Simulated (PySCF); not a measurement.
# Basis-set dependence of the excitation energy of Os+

Os+ [Xe] 4f14 5d6 6s1 (6D) → Os+ [Xe] 4f14 5d5 6s1 6p1 (8P). All values are computed (PySCF 2.14, energy differences of UHF-based or UKS calculations, no spin-orbit coupling). Values in eV.

```csv
basis,Hamiltonian,functions,UHF,LDA,PBE0,MP2 (valence),CCSD(T) (valence)
aug-cc-pVDZ-PP with ECP60MDF,ECP,54,3.328,5.314,5.036,4.328,4.360
aug-cc-pwCVDZ-PP with ECP60MDF,ECP,70,3.302,5.297,5.013,4.383,4.394
aug-cc-pVTZ-PP with ECP60MDF,ECP,88,3.305,5.289,5.007,4.533,4.537
def2-QZVPPD with the def2 core potential (60 electrons),ECP,88,3.536,5.478,5.214,4.766,4.765
"aug-cc-pVTZ-PP with one added diffuse shell each of s, p, d, f, g type with ECP60MDF",ECP,113,3.305,5.289,5.007,4.534,n/a
aug-cc-pwCVTZ-PP with ECP60MDF,ECP,122,3.308,5.292,5.007,4.590,n/a
```

Frozen outside the core potential: valence: 5s2 5p6.
